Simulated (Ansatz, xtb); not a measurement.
C4H5GeNSe: which of two isomers lies lower

Structure I is `CC#[C][GeH2][Se]C#N`, a singlet and structure II is `N#CC1=[CH][GeH2][CH2][Se]1`, a singlet. Both are isolated molecules in the gas phase, relaxed with B3LYP-D3(BJ)/def2-SVP; the shapes shown needn't be the lowest conformers.

I (Å):

```xyz
12

C    -2.5779    1.8806    1.2304
C    -1.3491    1.2467    1.6817
C    -0.3202    0.7122    2.0563
C     1.3930   -1.0643   -0.5210
Ge    1.2776   -0.1771    2.4955
N     0.5964   -1.5726   -1.2005
Se    2.6770   -0.2509    0.5217
H    -3.4352    1.5640    1.8464
H    -2.5027    2.9786    1.2876
H    -2.7923    1.6069    0.1845
H     2.1385    0.6091    3.4967
H     1.0127   -1.6195    2.9464
```

II (Å):

```xyz
12

C    -1.7678   -1.1446   -1.3732
C    -1.0267    0.0587   -1.5978
C    -0.0785    0.5172   -0.7539
C    -0.2257    2.4606   -2.9882
Ge    0.7768    2.1766   -1.2976
N    -2.3809   -2.1175   -1.2107
Se   -1.5040    0.9792   -3.2275
H     0.1516   -0.0445    0.1552
H     2.2896    2.0122   -1.5466
H     0.5454    3.3226   -0.2923
H    -0.7923    3.4008   -2.9598
H     0.4511    2.4724   -3.8530
```

Task: Estimate E(II) − E(I) at the level CCSD(T)/def2-SVP + ΔMP2/def2-TZVPP.

Result: Calculated at CCSD(T)/def2-SVP + ΔMP2/def2-TZVPP: E(II) − E(I) = −11.4 kcal/mol, so structure II lies lower.

How the difference moves with the method:

```csv
level,geometry,E(II) − E(I) (kcal/mol),departure from the last row (kcal/mol),"job, with rough time for the two"
GFN2-xTB,GFN2-xTB,+3.2,+14.5,"optimisation, 0.21 s"
HF/STO-3G,GFN2-xTB,−12.6,−1.2,"single point, 0.74 s"
r2SCAN-D4/def2-SVP,GFN2-xTB,−15.7,−4.3,"single point, 5.5 s"
B3LYP-D3(BJ)/def2-SVP,B3LYP-D3(BJ)/def2-SVP,−12.6,−1.3,"optimisation, 87 s"
HF/def2-SVP,B3LYP-D3(BJ)/def2-SVP,−2.5,+8.9,part of the CCSD(T) run
MP2/def2-SVP,B3LYP-D3(BJ)/def2-SVP,−9.7,+1.6,part of the CCSD(T) run
CCSD(T)/def2-SVP,B3LYP-D3(BJ)/def2-SVP,−9.9,+1.5,single point
CCSD(T)/def2-SVP + ΔMP2/def2-TZVPP,B3LYP-D3(BJ)/def2-SVP,−11.4,,"single point, 2.7 min"
```

As drawn, II has 1 C=C, 1 C–Ge, 1 C–Se in place of 1 C≡C, 1 Ge–Se. Structure I has no ring, II a 5-membered ring.

GFN2-xTB puts the two in the other order. The largest departure from CCSD(T)/def2-SVP + ΔMP2/def2-TZVPP is that of GFN2-xTB, 14.5 kcal/mol. The last row adds to CCSD(T) the change of the MP2 difference between the two basis sets, here −1.5 kcal/mol.

With thermal terms from frequencies at re-optimised GFN2-xTB minima (ideal gas, soft modes damped towards free rotors, one conformer each, 298.15 K, 1 atm): on the last row, ΔE + ΔZPE = −10.6, ΔH = −12.0, ΔG = −8.5 kcal/mol.

The correlated steps freeze 23 core orbitals; the filled d shell of Ge and Se is correlated, in a basis made for valence electrons. Run with Ansatz 0.2.0, xtb 6.7.1; the last row on 4 threads of Arm Neoverse V2 on a shared host.
